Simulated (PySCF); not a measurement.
**InF at HSE06**

Level: HSE06. PySCF, scalar-relativistic core potentials, basis sets In def2-SVP with ECP28, F def2-SVP.

```
state                                           : ¹Σ⁺ (singlet), closed shell
bond length                                     : 1.996 Å
harmonic wavenumber                             : 566 cm⁻¹
force constant                                  : 3.08 mdyn/Å
rotational constant Be                          : 0.2595 cm⁻¹
anharmonicity ωexe                              : 2.46 cm⁻¹
vibration–rotation constant αe                  : 0.00159 cm⁻¹
well depth De to In + F                         : 121.5 kcal/mol
dissociation energy D0                          : 120.7 kcal/mol
HOMO–LUMO gap                                   : 5.15 eV
bond order (Mayer)                              : 0.91
dipole moment (positive dipole means In(−)F(+)) : -2.86 D
```

Spin–orbit coupling is left out, which matters for elements this heavy, above all for dissociation energies.
